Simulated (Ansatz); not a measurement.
Ideal-gas functions of CHBrClF (`FC(Cl)Br`) at 298.15 K and 1 bar, from an Ansatz frequency run at PBE0-D4/def2-TZVP.

Molar mass 147.37 g/mol, point group C1 (symmetry number 1), electronic degeneracy 1, moments of inertia 77.959, 252.018, 319.644 u Å². Harmonic wavenumbers (cm⁻¹, unscaled): 224, 317, 432, 667, 791, 1122, 1223, 1328, 3161.

Use S(trans) = R[1.5 ln M + 2.5 ln T − 1.1517]; rotational temperatures θ = 24.2544 K / I; S(rot) = R[ln(√π/σ · √(T³/θAθBθC)) + 1.5]; for each mode x = 1.438777 ν̃/T, S = R[x/(eˣ − 1) − ln(1 − e⁻ˣ)] and H = RT x/(eˣ − 1); 1 cm⁻¹ = 0.0119627 kJ/mol; R = 8.31446 J/(mol·K).

Q: By hand: the entropy, in J/(mol·K).

A: Translation 171.1. Rotation: θ = 0.3111, 0.0962, 0.0759 K, giving 113.6. Vibration, mode by mode: 8.06, 5.55, 3.57, 1.45, 0.90, 0.24, 0.16, 0.10, 0.00, in all 20.0. Electronic 0.0. Sum 304.7 J/(mol·K).

Q: By hand: H − E and G − E in kJ/mol, counted from the electronic energy.

A: Zero-point energy ½ × 9265 × 0.0119627 = 55.4; thermal vibration 3.8; translation, rotation and pV give 4 RT = 9.9. H − E = 69.1 kJ/mol, and G − E = 69.1 − 298.15 × 304.7/1000 = -21.7 kJ/mol.

Vibration gives 7 % of the entropy. The sum counts one conformer and one mirror image; others add a mixing term.
